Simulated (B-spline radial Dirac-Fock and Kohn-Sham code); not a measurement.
# Pr⁴⁰⁺: L2-M23M23 lines in intermediate coupling

System: praseodymium as Pr⁴⁰⁺, [Ar] 3d1.

Level of theory: multi-electron Dirac-Fock with separately optimised hole states, Breit and Lamb-shift corrections added in first order; an atomic code on a B-spline grid. The two-hole levels come from diagonalising the Coulomb interaction among the jj configurations; intensities are independent-particle Coulomb rates. Kinetic energies are from the vacuum level. Electron correlation is not included. Open outer shells are spectators and are not coupled to the holes.

| kinetic energy (eV) | J | leading jj holes (weight) | leading LS term (weight) |
| --- | --- | --- | --- |
| 2109.5 | 0 | M2M2 (1.00) | ³P0 (0.61) |
| 2231.1 | 2 | M2M3 (1.00) | ¹D2 (0.71) |
| 2239.3 | 1 | M2M3 (1.00) | ³P1 (1.00) |
| 2338.8 | 0 | M3M3 (1.00) | ¹S0 (0.61) |
| 2354.1 | 2 | M3M3 (1.00) | ³P2 (0.71) |

The intensity is shared as follows: 2231.1 eV 51.7 %, 2109.5 eV 23.9 %, 2239.3 eV 23.5 %, 2338.8 eV 0.5 %, 2354.1 eV 0.4 %.

The strongest line, by its leading LS label ¹D2, lies at 2231.1 eV. The mean weight of the leading component is 1.00 in jj and 0.73 in LS coupling, so jj labels describe these levels better.

Values without a named source are computed, but for edge energies of neutral atoms, which are taken from tables.
